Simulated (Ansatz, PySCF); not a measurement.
Gas-phase reaction in SMILES: [SH2+]C1CCCCC1 -> C1CCC[SH+]CC1
Geometries: B3LYP-D3(BJ)/def2-TZVP minima from Ansatz (a quantum-chemistry and plane-wave program), one conformer each, not searched for the lowest.

Property: isomerisation energy (0 K, with B3LYP-D3(BJ) harmonic zero-point energies from PySCF), in kJ/mol. Cores are frozen in the correlated levels unless marked. Spin-orbit coupling is left out. Non-relativistic. CBS(X,Y): correlation extrapolated as X^-3; Hartree-Fock from the larger set. The bracket is a focal-point correction in the basis named.

| level | program | isomerisation energy (kJ/mol) |
|---|---|---|
| HF/cc-pV(T+d)Z | Ansatz | -7.6 |
| PBE-D3(BJ)/def2-TZVPD | Ansatz + dftd3 | -12.3 |
| revPBE/def2-TZVPD | Ansatz | -10.9 |
| B97M-V/def2-TZVPD | Ansatz | -8.7 |
| PBE0-D3(BJ)/def2-TZVPD | Ansatz + dftd3 | -11.5 |
| PBE0/def2-TZVP | Ansatz | -10.6 |
| r2SCANh-D4/def2-TZVPD | Ansatz + dftd4 | -10.5 |

Task: What does RI-MP2/CBS(cc-pV(T+d)Z,cc-pV(Q+d)Z)+[CCSD(T)-MP2]/cc-pV(T+d)Z (Ansatz) give?

Result: -9.0 kJ/mol, so r2SCANh-D4/def2-TZVPD differs from it by -1.5 kJ/mol.
